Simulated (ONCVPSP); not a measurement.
## Scattering properties, ONCV potential for Zr (Z = 40)

| Quantity | Value |
| --- | --- |
| Element | zirconium (Zr) |
| Generator | ONCVPSP 4.0.1 |
| Type | optimised norm-conserving Vanderbilt (ONCV) |
| Functional | PBEsol |
| Relativity | scalar-relativistic |
| Frozen core | [Ar] 3d10 |
| Valence charge | 12 |
| Reference configuration | 4s2 4p6 4d2 5s2 |
| Partial waves | 4s+5s: rc 2.20 bohr, ncon 5, nbas 8, qcut 5.9 1/bohr, 2 projectors; 4p: rc 1.30 bohr, ncon 4, nbas 7, qcut 7.6 1/bohr, 1 projector; 4d: rc 2.60 bohr, ncon 3, nbas 8, qcut 4.8 1/bohr, 1 projector |
| Local potential | polynomial inside 1.25 bohr (lpopt 5, dvloc0 -1 Ha) |
| Core correction | Teter function, fcfact 1.75, rcfact 1.1 |

The phase is arctan(r·R′/R) of the radial function R(r), unwrapped; energies in Ha, scanned from -4 to 5 Ha. A pole is an energy at which the radial function vanishes at the test radius. The pseudo phase is shifted by a multiple of π to meet the all-electron one at the reference energy, and phase errors are pseudo minus all-electron; the curves can meet again beyond the range given. Levels narrower than the energy grid can be missing from the lists of poles.

Q: For each channel, where are the poles, and over which energies does the pseudopotential scatter like the atom?

A:

```json
{"channel": "s", "radius (bohr)": "2.24", "reference energy (Ha)": "-0.16", "poles, all-electron": "-1.87, 2.93", "poles, pseudo": "-1.87, 2.79, 4.20", "unbroken range about the reference energy with phases within 0.05 rad": "below 3.4", "phase error 1 Ha above the reference energy (rad)": "-0.001"}
{"channel": "p", "radius (bohr)": "1.32", "reference energy (Ha)": "-1.19", "poles, all-electron": "2.48", "poles, pseudo": "2.02", "unbroken range about the reference energy with phases within 0.05 rad": "below 2.7", "phase error 1 Ha above the reference energy (rad)": "-0.004"}
{"channel": "d", "radius (bohr)": "2.63", "reference energy (Ha)": "-0.13", "poles, all-electron": "0.22, 3.25", "poles, pseudo": "0.23, 4.19", "unbroken range about the reference energy with phases within 0.05 rad": "below 0.8", "phase error 1 Ha above the reference energy (rad)": "+0.071"}
```

Note: no bound ghost flagged; GHOST(+) flagged for s at 111.0 eV, d at 291.5 eV.

Phases in the s channel:

| E (Ha) | all-electron | pseudo |
| --- | --- | --- |
| -3.98 | 1.345 | 1.345 |
| -3.50 | 1.314 | 1.314 |
| -3.02 | 1.260 | 1.260 |
| -2.54 | 1.111 | 1.111 |
| -2.06 | -1.156 | -1.156 |
| -1.58 | -1.740 | -1.740 |
| -1.10 | -1.885 | -1.885 |
| -0.62 | -2.066 | -2.066 |
| -0.14 | -2.488 | -2.488 |
| 0.34 | -3.542 | -3.542 |
| 0.82 | -4.226 | -4.228 |
| 1.30 | -4.464 | -4.466 |
| 1.78 | -4.576 | -4.579 |
| 2.26 | -4.645 | -4.650 |
| 2.74 | -4.695 | -4.706 |
| 3.22 | -4.737 | -4.770 |
| 3.70 | -4.780 | -5.142 |
| 4.18 | -4.830 | -7.848 |
| 4.66 | -4.901 | -7.932 |
